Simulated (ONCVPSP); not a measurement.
## strontium: one change to an ONCV potential, before and after

ONCVPSP 4.0.1 input, shortened (lines: element, Z, core and valence counts, functional; n l f; lmax; l rc ep ncon nbas qcut; lloc lpopt rc5 dvloc0; l nproj debl; icmod fcfact rcfact), revPBE, scalar-relativistic:

```
  Sr 38.00    6    3  -102130      upf
    1    0    2.00
    2    0    2.00
    2    1    6.00
    3    0    2.00
    3    1    6.00
    3    2   10.00
    4    0    2.00
    4    1    6.00
    5    0    1.75
    2
    0    2.20    0.00    5   10    5.90
    1    2.45    0.00    3    7    7.20
    2    1.95    0.11    3    8    5.10
    4    5    1.55    1.00
    0    3    3.10
    1    3    0.80
    2    1    0.60
    3    3.50    1.25
```

In the p channel the program set the typed energies aside and used -0.893, 0.250, 1.050 Ha. In the d channel the program set the typed energies aside and used 0.050 Ha.

Change: all radii but the core radius scaled by about 1.16 (s 2.54, p 2.84, d 2.26 bohr); local potential polynomial inside 1.80 bohr (lpopt 5, dvloc0 1 Ha).

Cutoffs: the cutoffs (Ha) at which the residual kinetic energy of the hardest occupied pseudo-wave falls to 1 and 0.1 mHa per electron; they do not see the model core or the augmentation charge, which bear on the density cutoff. Errors are all-electron minus pseudo energies relative to the spin-unpolarised reference configuration.

Problem. Predict the effect on cutoff, ghosts and configuration errors.

Solution. The potential gets softer (12 Ha and 14 Ha → 10 Ha and 13 Ha); of the 4 tests that both files solve, the error grows in 1 and shrinks in 0 by more than 15 % and 0.3 meV (median size 0.4 → 0.5 meV); neither file shows a bound ghost. A larger radius leaves more room for a smooth pseudo-wave, so fewer plane waves are needed.

```csv
quantity,base,changed
"cutoff, loose",12 Ha,10 Ha
"cutoff, tight",14 Ha,13 Ha
loose cutoff by channel,"s 12 Ha, p 7.5 Ha","s 10 Ha, p 8.0 Ha"
bound ghosts,none,none
GHOST(+) flags under 300 eV,s at 290.1 eV,none
"error for 4s2 4p6 5s2, meV [ΔE -1.01 eV]",+0.1,+0.1
"error for 4s2 4p6 5s1, meV [ΔE 4.81 eV]",-0.4,-0.5
"error for 4s2 4p6 5s0, meV [ΔE 15.71 eV]",-1.9,-2.4
"error for 4s2 4p6 5s0 5p2, meV [ΔE 3.58 eV]",-0.5,-0.6
"rms error of d²Exc/dni dnj with the model core, mHa",0.55,0.74
```
